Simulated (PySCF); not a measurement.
BOCl, SMILES O=BCl. Atoms are numbered in the order given.

```xyz
3

B      0.0000     0.0000    -0.6295
O      0.0000     0.0000    -1.8385
Cl     0.0000     0.0000     1.0503
```
Charge 0, spin multiplicity 1.

Coordinates come from a r2SCAN-D4/def2-TZVP optimisation.

Level of theory: TDDFT-B3LYP/def2-TZVPD in PySCF.

Vertical excitations; the highest root listed may be one member of a degenerate set. Isolated molecule, no solvent. State labels are in the subgroup C2v.

```json
[
 {"state": "S1", "symmetry": "B2", "energy (eV)": "7.64", "λ (nm)": "162", "f": "0.002", "main pairs": "HOMO→LUMO (degenerate set)"},
 {"state": "S2", "symmetry": "B1", "energy (eV)": "7.64", "λ (nm)": "162", "f": "0.002", "main pairs": "HOMO−1→LUMO (degenerate set)"},
 {"state": "S3", "symmetry": "A2", "energy (eV)": "7.85", "λ (nm)": "158", "f": "0.000", "main pairs": "HOMO−1→LUMO+2 49 %, HOMO→LUMO+1 49 %"},
 {"state": "S4", "symmetry": "A1", "energy (eV)": "8.02", "λ (nm)": "155", "f": "0.000", "main pairs": "HOMO→LUMO+2, HOMO−1→LUMO+1 (degenerate set)"},
 {"state": "S5", "symmetry": "A2", "energy (eV)": "8.02", "λ (nm)": "155", "f": "0.000", "main pairs": "HOMO→LUMO+1, HOMO−1→LUMO+2 (degenerate set)"},
 {"state": "S6", "symmetry": "B1", "energy (eV)": "9.46", "λ (nm)": "131", "f": "0.100", "main pairs": "HOMO−3→LUMO, HOMO−1→LUMO+3 (degenerate set)"},
 {"state": "S7", "symmetry": "B2", "energy (eV)": "9.46", "λ (nm)": "131", "f": "0.100", "main pairs": "HOMO−2→LUMO, HOMO→LUMO+3 (degenerate set)"},
 {"state": "S8", "symmetry": "A1", "energy (eV)": "9.57", "λ (nm)": "130", "f": "0.016", "main pairs": "HOMO−4→LUMO 76 %"},
 {"state": "S9", "symmetry": "B2", "energy (eV)": "9.62", "λ (nm)": "129", "f": "0.003", "main pairs": "HOMO→LUMO+3, HOMO−2→LUMO (degenerate set)"},
 {"state": "S10", "symmetry": "B1", "energy (eV)": "9.62", "λ (nm)": "129", "f": "0.003", "main pairs": "HOMO−1→LUMO+3, HOMO−3→LUMO (degenerate set)"},
 {"state": "T1", "symmetry": "A1", "energy (eV)": "6.90", "λ (nm)": "180", "f": "0", "main pairs": "HOMO→LUMO+2 47 %, HOMO−1→LUMO+1 47 %"},
 {"state": "T2", "symmetry": "A1", "energy (eV)": "7.29", "λ (nm)": "170", "f": "0", "main pairs": "HOMO−1→LUMO+1, HOMO→LUMO+2 (degenerate set)"},
 {"state": "T3", "symmetry": "A2", "energy (eV)": "7.29", "λ (nm)": "170", "f": "0", "main pairs": "HOMO→LUMO+1, HOMO−1→LUMO+2 (degenerate set)"},
 {"state": "T4", "symmetry": "B2", "energy (eV)": "7.33", "λ (nm)": "169", "f": "0", "main pairs": "HOMO→LUMO 93 %"}
]
```
Triplets are in the Tamm–Dancoff approximation, which puts them higher than full response would, so one can lie above its singlet here.
